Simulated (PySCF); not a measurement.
Compound: CH₈SSeSi₂.
Bonds: Si1–C2, C2–S3, S3–Si4, Si4–Se5. Hydrogens: H6, H7, H8 on Si1; H9, H10 on C2; H11, H12 on Si4; H13 on Se5.

A GFN2-xTB structure was refined with PBE0-D3(BJ)/def2-SVP geometry optimisation, gas phase in PySCF. Its GFN2-xTB values:

```csv
coordinate,GFN2-xTB
Si1–C2,1.927 Å
Si1–H6,1.429 Å
C2–S3,1.840 Å
C2–H9,1.073 Å
S3–Si4,2.106 Å
Si4–Se5,2.298 Å
Si4–H11,1.467 Å
Se5–H13,1.443 Å
Si1–C2–S3,113.1°
C2–S3–Si4,99.8°
S3–Si4–Se5,106.5°
Si1–C2–S3–Si4,-88°
C2–S3–Si4–Se5,-177°
```

Question: How do these coordinates change at the PBE0-D3(BJ)/def2-SVP level?

Answer: 
| coordinate | PBE0-D3(BJ)/def2-SVP (Å or °) | change |
| --- | --- | --- |
| Si1–H6 | 1.497 | +0.068 |
| S3–Si4 | 2.147 | +0.041 |
| Si1–C2 | 1.890 | -0.037 |
| C2–H9 | 1.102 | +0.029 |
| Se5–H13 | 1.472 | +0.029 |
| Si4–H11 | 1.495 | +0.028 |
| Si4–Se5 | 2.273 | -0.025 |
| C2–S3 | 1.835 | -0.005 |
| C2–S3–Si4 | 101.2 | +1.4 |
| S3–Si4–Se5 | 107.8 | +1.3 |
| Si1–C2–S3 | 112.0 | -1.1 |
| C2–S3–Si4–Se5 | -152 | +25 |
| Si1–C2–S3–Si4 | -75 | +13 |

The energy falls by 0.292 eV over 15 energy and gradient evaluations, the largest force component goes from 0.0292 to 3.8e-04 Eh/bohr, and the atoms move by 0.624 Å rms after alignment. The bond that changes most is Si1–H6 (SiH3 silicon to Si–H hydrogen), which lengthens by 0.068 Å. Bonds longer at the end by more than 0.005 Å: 9 of 12; shorter: 2. Among the dihedrals that turn most is H12–Si4–Se5–H13, from 129° to 177°. Rotational constants go from 4848, 493.8, 477.0 to 5145, 503.0, 475.0 MHz.

The run used 140 basis functions and 101 SCF cycles in all. Time: 4.1 min; peak memory 0.61 GiB. Hardware: one thread, Arm Neoverse N1 (aarch64), shared host with 64 logical CPUs at a one-minute load of 59.

Stationary, but not proved a minimum. The numbers are those of one conformer.
